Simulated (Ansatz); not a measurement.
`F[Si]N([SiH3])[SiH3]`, charge 0, multiplicity 1.

(1) Give a relaxed structure at PBE0-D4/def2-TZVP (the Gaussian-basis code of Ansatz). (An estimate is asked.)

Answers

(1) Computed: 
Z-matrix (Å, degrees):
```
Si
N 1 1.749
H 1 1.485 2 110.5
H 1 1.485 2 110.5 3 -120.5
H 1 1.486 2 107.4 3 119.8
Si 2 1.724 1 119.2 3 -119.7
Si 2 1.760 1 118.4 3 60.4
F 6 1.626 2 98.9 1 -179.8
H 7 1.482 2 111.0 1 118.1
H 7 1.482 2 111.0 1 -119.1
H 7 1.488 2 106.5 1 -0.5
```
Point group Cs.
This is one stationary point; other conformers may exist.
